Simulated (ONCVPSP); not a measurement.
# How hard is this nickel (Ni) ONCV potential?

```json
{"Element": "nickel (Ni)", "Generator": "ONCVPSP 4.0.1", "Type": "optimised norm-conserving Vanderbilt (ONCV)", "Functional": "PBE", "Relativity": "scalar-relativistic", "Frozen core": "[Ne]", "Valence charge": "18", "Reference configuration": "3s2 3p6 3d8 4s2", "Partial waves": "3s+4s: rc 1.10 bohr, ncon 5, nbas 9, qcut 13.6 1/bohr, 3 projectors, debl 3.5 Ha; 3p: rc 1.00 bohr, ncon 5, nbas 9, qcut 16.3 1/bohr, 2 projectors, debl 2 Ha; 3d: rc 0.90 bohr, ncon 4, nbas 8, qcut 13.6 1/bohr, local; f scattering state at 0.19 Ha: rc 1.05 bohr, ncon 4, nbas 8, qcut 10.6 1/bohr, 1 projector", "Local potential": "the d channel", "Core correction": "none"}
```

In the p channel the program set the typed energies aside and used -2.623, 0.250 Ha.

Q: For each optimised wave give the share of its norm inside rc, the residual kinetic energy above qcut (Ha) and the cutoffs (Ha) for errors of 10, 1, 0.1 and 0.01 mHa per electron.

A:

```csv
wave,norm inside rc,residual KE,10 mHa,1 mHa,0.1 mHa,0.01 mHa
3s,0.897,7.1e-07,50.7,64.1,74.6,83.0
4s,0.029,1.2e-07,34.0,51.8,65.8,76.7
s projector 3,0.038,4.3e-07,39.9,57.2,70.5,81.0
3p,0.788,2.4e-07,34.1,79.3,99.0,113.4
p projector 2,0.042,3.1e-08,23.4,38.4,82.6,102.0
3d,0.533,7.8e-04,76.0,90.6,261.8,316.0
f projector 1,0.000,3.2e-09,0.4,0.8,1.9,6.2
```

The occupied waves need 91 Ha and 262 Ha for 1 and 0.1 mHa. Rows with under 1 % of the norm inside rc give no meaningful cutoff.
